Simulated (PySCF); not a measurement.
Several molecules and their computed UV-vis stick spectra, shuffled. Computed, not measured: TDDFT PBE0/def2-SVPD, vertical, gas phase, core orbitals frozen in the response (PySCF 2.14.0, density-fitted response routines). Geometries: GFN2-xTB; one conformer of each isolated species. Triplets are in the Tamm–Dancoff approximation.

A. `CPC[SiH3]`
B. `C=N[Si@H](C#N)N(C)[SiH3]`
C. `N#C[C@@H]1C[Si@H]1[SiH](N)N`
D. `N#C[C@@H]1C[Si@@H](N)N[SiH2]1`
E. `CN1C[Si@H](C#N)N[SiH2]1`

Lowest singlet levels (six at most, fewer where fewer were computed) with oscillator strengths:

1. 313 nm (f 0.001); 268 nm (f 0.001); 217 nm (f 0.009); 212 nm (f 0.000); 204 nm (f 0.030); 197 nm (f 0.001); T1 3.36 eV
2. 197 nm (f 0.011); 189 nm (f 0.023); 185 nm (f 0.014); 181 nm (f 0.004); 175 nm (f 0.002); 173 nm (f 0.017); T1 6.00 eV
3. 233 nm (f 0.196); 225 nm (f 0.027); 222 nm (f 0.022); 213 nm (f 0.001); 206 nm (f 0.004); 201 nm (f 0.033); T1 4.11 eV
4. 207 nm (f 0.025); 200 nm (f 0.069); 180 nm (f 0.025); 177 nm (f 0.017); 167 nm (f 0.052); 166 nm (f 0.032); T1 5.13 eV
5. 257 nm (f 0.001); 234 nm (f 0.004); 222 nm (f 0.002); 213 nm (f 0.015); 202 nm (f 0.019); 195 nm (f 0.002); T1 4.78 eV

Question: Match each spectrum to its molecule.

Answer: 1 = B, 2 = D, 3 = C, 4 = A, 5 = E.
- A: S1 at 6.00 eV, HOMO→LUMO (98%); Löwdin shares by element: HOMO phosphorus 63%, carbon 23%, hydrogen 7% or more; LUMO silicon 21%, phosphorus 17%, carbon 13% or more, hydrogen 8% or more (atoms not listed hold the other 40%); HOMO -6.85 and LUMO 0.24 eV.
- B: S1 at 3.96 eV, HOMO-1→LUMO (85%), HOMO→LUMO (13%); Löwdin shares by element: HOMO nitrogen 53% or more, silicon 13%, carbon 10% or more (atoms not listed hold the other 24%); LUMO carbon 39% or more, nitrogen 30% or more, silicon 7% or more, hydrogen 6% or more (atoms not listed hold the other 19%); HOMO -7.30 and LUMO -1.66 eV.
- C: S1 at 5.33 eV, HOMO→LUMO (83%), HOMO-1→LUMO (12%); Löwdin shares by element: HOMO carbon 36% or more, silicon 23% or more, nitrogen 16% or more (atoms not listed hold the other 24%); LUMO silicon 53%, carbon 17% or more (atoms not listed hold the other 30%); HOMO -7.18 and LUMO -1.10 eV.
- D: S1 at 6.30 eV, HOMO→LUMO (77%), HOMO-1→LUMO (14%); Löwdin shares by element: HOMO nitrogen 62% or more, silicon 15% (atoms not listed hold the other 23%); LUMO silicon 41%, hydrogen 18% or more (atoms not listed hold the other 41%); HOMO -7.69 and LUMO -0.05 eV.
- E: S1 at 4.83 eV, HOMO→LUMO (98%); Löwdin shares by element: HOMO nitrogen 54% or more, carbon 17% or more, silicon 8% or more (atoms not listed hold the other 21%); LUMO nitrogen 26% or more, silicon 24% or more, carbon 22% or more (atoms not listed hold the other 28%); HOMO -6.64 and LUMO -0.78 eV.
